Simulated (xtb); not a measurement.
SnBr₄, SMILES [Br][Sn]([Br])([Br])[Br]. All values are semi-empirical tight-binding results from xtb (GFN2-xTB unless named), good for trends rather than for accurate numbers. Geometry: GFN2-xTB. The isomer is the one that the SMILES or the coordinates give; other isomers of the formula were not compared.

For metal compounds this method's bond lengths and energies can be far off.

**Question.** Estimate the properties. (The exact figures need the calculation; the answer reports its results.)

**Answer.** 
The point group as xtb finds it comes out as Td and the orbital gap is 1.31 eV. The zero-point energy comes out as 1.5 kcal/mol. The G − E(el) at 298.15 K (modified RRHO) is -22.4 kcal/mol.
